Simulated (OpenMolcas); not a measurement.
# B I: effect of the active space

- Program: OpenMolcas 26.06
- Method: SS-CASPT2 or its RAS form, IPEA 0.25 Eh, imaginary shift 0.1 Eh
- Basis: ANO-RCC-VTZP
- Scalar Hamiltonian: DKH2, point nucleus
- Spin-orbit coupling: state interaction with AMFI integrals over the reference wave functions, term energies averaged over their components

A. 3 electrons in 4 orbitals (2s 2p); 2S+1 = 4 odd, 1 root (0 in the spin-orbit step); 2S+1 = 2 odd, 3 roots; 2S+1 = 4 even, 3 roots; 2S+1 = 2 even, 5 roots; closed shells correlated: 1s; CASPT2 step roughly 1.5 core-seconds
B. 3 electrons in 8 orbitals (2s 2p 3s 3p); 2S+1 = 4 odd, 1 root (0 in the spin-orbit step); 2S+1 = 2 odd, 3 roots; 2S+1 = 4 even, 3 roots; 2S+1 = 2 even, 6 roots; closed shells correlated: 1s; CASPT2 step roughly 3 core-seconds
C. 3 electrons in 9 orbitals (RAS2 2s 2p; RAS3 3d, at most 2 electrons); 2S+1 = 4 odd, 1 root (0 in the spin-orbit step); 2S+1 = 2 odd, 3 roots; 2S+1 = 4 even, 3 roots; 2S+1 = 2 even, 5 roots; closed shells correlated: 1s; CASPT2 step of the order of 5 core-seconds

Energies in cm-1 above 2s2 2p 2P* 1/2, the measured ground level; measured values from NIST Handbook of Basic Atomic Spectroscopic Data.

```tsv
Level	A	B	C	Measured
2s2 2p 2P* 1/2	0.0	0.0	0.0	0.0
2s2 2p 2P* 3/2	14.5	13.1	14.5	15.3
2s 2p2 4P 1/2	27190	27670	28130	28870
2s 2p2 4P 3/2	27190	27670	28140	28875
2s 2p2 4P 5/2	27200	27680	28150	28881
2s 2p2 2D 3/2	49580	49030	49080	47857
2s 2p2 2D 5/2	49580	49030	49080	47857
```

Deviations, from unrounded energies. A percentage is the sum of absolute deviations over the sum of measured energies, with the sign that they share, or ± where signs differ.

| Against measurement | Levels | A | B | C |
| --- | --- | --- | --- | --- |
| mean absolute deviation (cm-1) | 6 | 1400 | 990 | 780 |
| fine structure of the ground term (%) | 1 | -4.8 | -14.0 | -5.3 |
| other configurations (%) | 5 | ±4.7 | ±3.3 | ±2.6 |

C lies closest to measurement on these levels and A furthest from it. The largest miss of C in the table is 2s 2p2 2D 5/2, by +1200 cm-1. The ranking rests on the paired levels alone, and a cruder setting can come out closer through cancelling errors.

Among A to C the level of the table that moves most is 2s 2p2 4P 1/2, by 950 cm-1 (lowest in A, highest in C). Moves below CASPT2's spread within the term are not significant.

CASPT2 breaks the degeneracy within a term, and the mean is taken; among the terms shown or strongly mixed into the levels shown the widest spread is 18 cm-1 (2s 2p2 2D, B). Active for correlation alone: 3p 3s; no level in the range computed is led by a configuration that fills them, so any true level of that kind is missing (holds for B). Active for correlation alone: 3d; no level in the range computed is led by a configuration that fills it, so any true level of that kind is missing (holds for C). Measured partners are found by configuration, term and J. A level has none where our copy of the source lacks it or the pairing is in doubt (some pairs that miss far off the trend of their configuration count as doubtful), and it then counts in no deviation. Levels of configurations outside the active space are missing. The table leaves out levels that lie high or whose names do not pair safely across all columns.

* marks odd parity.
